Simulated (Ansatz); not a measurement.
System: CH₃Be (charge 0, doublet). It need not be the lowest isomer of its formula. 
Coordinates optimised at B3LYP-D3(BJ)/def2-TZVP (Ansatz, a program for electronic structure):
```
C
H 1 1.0954
H 1 1.0954 2 107.40
H 1 1.0954 2 107.40 3 115.26
Be 1 1.6857 2 111.47 3 -122.37
```
Charge 0, spin multiplicity 2.

Quantity: vertical ionisation energy (to the singlet state of charge +1; each state is the SCF solution reached for its spin; the molecule has degenerate orbitals, so one determinant may break the symmetry), in eV. Valence correlation only, unless marked. UHF or UKS for open shells. No spin-orbit coupling. No relativistic terms. CBS marks a two-point X^-3 extrapolation of the correlation energy; Hartree-Fock from the larger set.

```tsv
level	program	vertical ionisation energy (eV)
SVWN5/def2-TZVPD	Ansatz	7.82
B3LYP/def2-TZVPD	Ansatz	7.98
wB97M-V/def2-TZVPD	Ansatz	7.63
MP2/def2-TZVPPD	Ansatz	7.79
SCS-MP2/def2-QZVPPD	Ansatz	7.78
```

### Question
Predict the CCSD(T)/CBS(def2-TZVPPD,def2-QZVPPD) result (Ansatz).

### Answer
7.86 eV, so SCS-MP2/def2-QZVPPD differs from it by -0.08 eV.
